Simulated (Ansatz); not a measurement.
This geometry of H3NSSn (6 atoms, charge 0, multiplicity 1) is a first-order saddle point.

Method: RHF/def2-SVP (Ansatz 0.2.0).

```xyz
6
Properties=species:S:1:pos:R:3
N -0.953 0.379 -0.882
Sn 0.694 -0.800 -0.473
S 0.960 0.050 1.814
H -0.855 1.090 -1.588
H -1.832 -0.086 -1.037
H 2.028 -0.696 2.120
```

(1) Which two structures does it join? (They come from a converged band through this point; their orientation in space is the band's.)

(2) How far does it lie above each of them?

Answers

(1) No bond is made or broken. The dihedral H4–N1–Sn2–S3 goes from 0 to -180°. The two ends are copies of one structure, up to a mirror image or an exchange of like atoms.

Initial state:

```xyz
6
Properties=species:S:1:pos:R:3
N -0.916 0.214 -0.990
Sn 0.263 -1.211 -0.195
S 1.200 0.314 1.510
H -0.980 1.166 -0.680
H -1.525 0.047 -1.769
H 1.999 -0.594 2.078
```

Final state:

```xyz
6
Properties=species:S:1:pos:R:3
N -0.914 0.214 -0.989
Sn 0.260 -1.216 -0.195
S 1.196 0.313 1.505
H -1.526 0.050 -1.766
H -0.973 1.166 -0.677
H 1.999 -0.590 2.076
```

(2) 48.6 kJ/mol above the first and 48.6 kJ/mol above the second. This is the barrier of this one path; another mechanism may lie lower.

The run took 88 s on 1 thread of Arm Neoverse V2, with other jobs on the host, peak memory 0.25 GiB.
